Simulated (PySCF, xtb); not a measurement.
**Isomers of BFH6P2 in order of energy**

7 gas-phase structures of BFH6P2, found in a search over its isomers (lower ones may exist). Each was relaxed with GFN2-xTB; where two conformers were screened, the lower at r2SCAN-D4/def2-SVP is listed:

A. `[BH3-][PH+](F)P`, a singlet
B. `F[BH2-][PH2+]P`, a singlet
C. a singlet given by its coordinates
D. a singlet given by its coordinates
E. `FP[BH2-][PH3+]`, a singlet
F. `[BH3-][PH2+]PF`, a singlet
G. `F[BH-](P)[PH3+]`, a singlet

C (Å):

```yaml
atoms:
  - { symbol: B, position_ang: [0.1064, 0.6144, 2.0974] }
  - { symbol: F, position_ang: [1.1096, 2.0173, -0.5331] }
  - { symbol: P, position_ang: [0.7024, 0.6648, 0.2846] }
  - { symbol: P, position_ang: [0.0910, -1.3695, 1.9416] }
  - { symbol: H, position_ang: [1.8390, -0.0482, -0.0545] }
  - { symbol: H, position_ang: [-0.1537, 0.1613, -0.6738] }
  - { symbol: H, position_ang: [-0.9885, 1.0615, 2.1366] }
  - { symbol: H, position_ang: [0.9001, 1.0698, 2.8406] }
  - { symbol: H, position_ang: [1.2741, -1.6296, 2.6139] }
  - { symbol: H, position_ang: [-0.6938, -1.6812, 3.0332] }
```

Close contacts (Å): B1–P3 1.91, B1–P4 1.99, F2–P3 1.63, P3–P4 2.69, B1–H7 1.18, B1–H8 1.18, P3–H5 1.38, P3–H6 1.38, P4–H9 1.39, P4–H10 1.38.

D (Å):

```yaml
atoms:
  - { symbol: B, position_ang: [0.6985, -1.6985, 0.0870] }
  - { symbol: F, position_ang: [1.0151, -0.8158, 1.2485] }
  - { symbol: P, position_ang: [-0.8681, -0.6434, -0.7116] }
  - { symbol: P, position_ang: [-0.3954, 0.8060, 0.7630] }
  - { symbol: H, position_ang: [1.6216, -1.7236, -0.6513] }
  - { symbol: H, position_ang: [0.3070, -2.7368, 0.4958] }
  - { symbol: H, position_ang: [0.8017, 1.4513, 0.9725] }
  - { symbol: H, position_ang: [-1.2106, 1.9296, 0.5784] }
  - { symbol: H, position_ang: [-0.2486, 0.1653, -1.6754] }
  - { symbol: H, position_ang: [-0.8037, 0.4727, 2.0291] }
```

Close contacts (Å): B1–F2 1.49, B1–P3 2.05, P3–P4 2.12, B1–H5 1.18, B1–H6 1.18, P3–H9 1.40, P4–H7 1.38, P4–H8 1.40, P4–H10 1.37.

**Question.** Which do you expect lowest at r2SCAN-D4/def2-SVP, and how would the others follow?

**Answer.** Calculated order at r2SCAN-D4/def2-SVP: B (0.0), G (5.8), E (75.6), A (77.0), C (77.8), D (90.6), F (102.0) kJ/mol. Less than 1 kcal/mol parts E and A; A and C, so the order within those pairs means little.

Energies above the lowest of each column, in kJ/mol; the last columns are at BLYP-D3(BJ)/def2-SVP geometries and were run for some of them only (a dash: not run or not comparable):

| structure | GFN2-xTB | HF/STO-3G | r2SCAN-D4/def2-SVP | BLYP-D3(BJ)/def2-SVP | CCSD(T)/def2-SVP + ΔMP2/def2-TZVPP |
| --- | --- | --- | --- | --- | --- |
| B | 0.0 | 0.0 | 0.0 | 0.0 | 0.0 |
| G | 71.5 | 41.4 | 5.8 | 6.6 | 6.2 |
| E | 39.5 | 143.3 | 75.6 | 81.5 | 58.7 |
| A | 1.3 | 137.5 | 77.0 | 82.2 | – |
| C | 51.7 | 199.6 | 77.8 | – | – |
| D | 51.8 | 184.6 | 90.6 | – | – |
| F | 13.0 | 128.5 | 102.0 | – | – |

Every level run on B puts it lowest or level with the lowest. Some further structures that were screened fall inside this span and aren't listed. Flexible structures stand in one conformer each, not always the lowest. Frequencies (GFN2-xTB) were run for B, E, G alone. The ΔMP2 step shifts differences by up to 24.7 kJ/mol, which makes them less sure. ΔMP2 is the change of the MP2 energy from the smaller to the larger basis.

Over these structures GFN2-xTB departs from r2SCAN-D4/def2-SVP by 35.8 kJ/mol on average once a common shift is removed. A GFN2-xTB relaxation took about 0.11 s and the r2SCAN-D4/def2-SVP energy about 11 s on a shared host (PySCF 2.14.0, xtb 6.7.1).
